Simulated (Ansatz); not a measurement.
`[Cl][In]([Cl])[SeH]` and `C[NH][In]([Cl])[Cl]` differ in one atom or group.

Ansatz, PBE0-D4/def2-TZVP geometries, multiplicity 1. Each molecule was computed in one conformer, which needn't be the lowest.

Elements past krypton have def2 core potentials. Scalar relativity is left out up to krypton.

```json
{"property": "LUMO energy (ωB97M-V/def2-TZVPP) / eV", "`[Cl][In]([Cl])[SeH]`": "-0.61"}
{"property": "HOMO–LUMO gap (PBE/def2-TZVPP) / eV", "`[Cl][In]([Cl])[SeH]`": "3.43"}
{"property": "HOMO energy (PBE0/def2-TZVPP) / eV", "`[Cl][In]([Cl])[SeH]`": "-7.92"}
{"property": "HOMO–LUMO gap (B3LYP/def2-TZVPP) / eV", "`[Cl][In]([Cl])[SeH]`": "4.88"}
{"property": "zero-point energy (PBE0-D4/def2-TZVP) / kJ/mol", "`[Cl][In]([Cl])[SeH]`": "27.0"}
{"property": "size of the dipole moment (B3LYP/def2-TZVPP) / D", "`[Cl][In]([Cl])[SeH]`": "2.07"}
```

Problem. Give the same properties after the change, and the shifts. (Best estimate.)

Solution. The calculation gave: 
| property | `C[NH][In]([Cl])[Cl]` | shift |
| --- | --- | --- |
| LUMO energy (ωB97M-V/def2-TZVPP) / eV | -0.07 | 0.54 |
| HOMO–LUMO gap (PBE/def2-TZVPP) / eV | 3.01 | -0.42 |
| HOMO energy (PBE0/def2-TZVPP) / eV | -7.18 | 0.74 |
| HOMO–LUMO gap (B3LYP/def2-TZVPP) / eV | 4.67 | -0.21 |
| zero-point energy (PBE0-D4/def2-TZVP) / kJ/mol | 146.3 | 119.3 |
| size of the dipole moment (B3LYP/def2-TZVPP) / D | 3.08 | 1.01 |

With PBE0 the HOMO rises by 0.74 eV and the LUMO rises by 0.52 eV, so the gap narrows by about 0.22 eV. PBE moves the HOMO by 0.89 eV and ωB97M-V by 0.57 eV. The zero-point energy changes by 119.3 kJ/mol with +12 modes. Dipoles are sizes alone; their direction can turn.

B3LYP here is the variant with VWN-RPA as its local correlation; programs differ in this.

Spin–orbit coupling is left out; it splits and shifts lone-pair levels of the heavy atoms by tenths of an eV.
